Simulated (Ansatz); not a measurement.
A geometry relaxed with r2SCAN-D4/def2-TZVP in Ansatz (an electronic-structure program), charge 0, multiplicity 1:

```xyz
7

H      2.2937     1.0038     0.0942
H     -0.9922    -0.6178    -1.0148
S      0.4334    -0.6487     0.9435
H     -1.8661    -0.3500     0.5132
C     -0.9715    -0.0947    -0.0598
S      2.0425    -0.2758    -0.2602
H     -0.9399     0.9832    -0.2160
```

### Question
Write the SMILES of this molecule.

### Answer
`CSS`
